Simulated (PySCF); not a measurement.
- NMR shieldings at PBE0/pcSseg-1/GIAO
- geometry from GFN2-xTB
- code: PySCF 2.14
- a single conformation, non-relativistic, equivalent nuclei averaged, no solvent model

Referencing at the same level of theory: 1H, 13C against TMS. Shifts are as computed. Against solution values, carbons near 30 ppm lie about +3 ppm off and those near 130 ppm about +5 ppm. Of 1211 compounds with measured shifts, 218 miss one by over three times the rms of a fit or turn the order of signals round; such compounds aren't used in these exercises.

(1) Order these molecules by the shift of their most deshielded carbon, lowest δ first.
A. [O-][n+]1ccc(F)cc1
B. CO[C@@H](C)C(C)(C)C(=O)F
C. COCc1ncno1
D. C1=C[SiH2]C=C[SiH2]1

(2) Order these molecules by the shift of their most shielded carbon-bound hydrogen, lowest δ first.
A. COCc1ncno1
B. CO[C@@H](C)C(C)(C)C(=O)F
C. [O-][n+]1ccc(F)cc1

(3) How many 13C and 1H signals does each give (equivalence by symmetry and fast rotation, but not about amide C–N or C=N bonds)? `CO[C@@H](C)C(C)(C)C(=O)F`, `C1=C[SiH2]C=C[SiH2]1`, `COCc1ncno1`, `[O-][n+]1ccc(F)cc1`

Answers

(1) D (153.2 ppm, alkene CH), A (164.8 ppm, aromatic carbon bearing fluorine), B (176.7 ppm, carbonyl carbon), C (184.0 ppm, substituted aromatic carbon next to the ring oxygen).

(2) B (1.20 ppm, hydrogen on a methyl carbon), A (4.05 ppm, hydrogen on a methyl carbon bonded to O), C (7.12 ppm, hydrogen on an aromatic CH).

(3) CO[C@@H](C)C(C)(C)C(=O)F: 7 C, 5 H; C1=C[SiH2]C=C[SiH2]1: 1 C, 2 H; COCc1ncno1: 4 C, 3 H; [O-][n+]1ccc(F)cc1: 3 C, 2 H.
